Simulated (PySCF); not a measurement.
1,2-difluorocyclobutene (C4H4F2), SMILES C1C(F)=C(F)C1.

Geometry: B3LYP-D3(BJ)/def2-SVP.

The numbers are results of PBE/def2-TZVP run with PySCF, not measurements.

Symmetry labels are those of the subgroup C2v that the program uses (full group C2v).

Computed valence orbital energies around the gap with their symmetry:
| orbital | symmetry | energy (eV) |
|---|---|---|
| HOMO−7 | A2 | -11.05 |
| HOMO−6 | B1 | -10.96 |
| HOMO−5 | B2 | -10.84 |
| HOMO−4 | A1 | -9.25 |
| HOMO−3 | A2 | -9.13 |
| HOMO−2 | B1 | -8.85 |
| HOMO−1 | A1 | -8.33 |
| HOMO | B2 | -5.74 |
| LUMO | A2 | -0.13 |
| LUMO+1 | A1 | 0.49 |
| LUMO+2 | A1 | 0.91 |
| LUMO+3 | B1 | 1.16 |
